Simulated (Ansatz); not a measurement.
`[SiH3]C1OC=CO1` at its PBE0-D4/def2-TZVP geometry, where that method's forces vanish. Total charge 0; spin multiplicity 1.

| atom | x (Å) | y (Å) | z (Å) |
| --- | --- | --- | --- |
| Si1 | -1.914 | -0.262 | -0.549 |
| C2 | -0.203 | -0.403 | 0.278 |
| O3 | 0.149 | 0.815 | 0.929 |
| C4 | 1.513 | 0.888 | 0.753 |
| C5 | 1.899 | 0.043 | -0.191 |
| O6 | 0.813 | -0.639 | -0.694 |
| H7 | -1.882 | 0.846 | -1.532 |
| H8 | -2.220 | -1.550 | -1.220 |
| H9 | -2.925 | 0.002 | 0.506 |
| H10 | -0.143 | -1.214 | 1.029 |
| H11 | 2.055 | 1.618 | 1.329 |
| H12 | 2.860 | -0.144 | -0.639 |

For each bond, give half the difference of the two atoms' forces along it (eV/Å; positive pushes the atoms apart) under PBE-D4, r2SCAN-D4, B3LYP-D4, ωB97M-V in def2-TZVPP. (Best estimate.)

The calculation gave: 
```csv
bond,length (Å),PBE-D4,r2SCAN-D4,B3LYP-D4,ωB97M-V
Si1–C2,1.905,-0.13,-0.13,-0.11,-0.05
Si1–H7,1.482,0.07,-0.03,-0.07,-0.10
Si1–H8,1.484,0.06,-0.03,-0.07,-0.10
Si1–H9,1.484,0.06,-0.03,-0.07,-0.10
C2–O3,1.426,0.38,0.30,0.29,0.16
C2–O6,1.426,0.38,0.30,0.29,0.16
C2–H10,1.107,0.10,-0.05,-0.17,-0.16
O3–C4,1.378,0.34,0.27,0.28,0.29
C4–C5,1.324,0.42,0.17,0.10,-0.11
C4–H11,1.076,-0.16,-0.20,-0.24,-0.13
C5–O6,1.378,0.34,0.26,0.28,0.29
C5–H12,1.076,-0.16,-0.20,-0.24,-0.13
```

B3LYP here is the variant with VWN-RPA as its local correlation; programs differ in this.

All numbers were calculated with Ansatz.
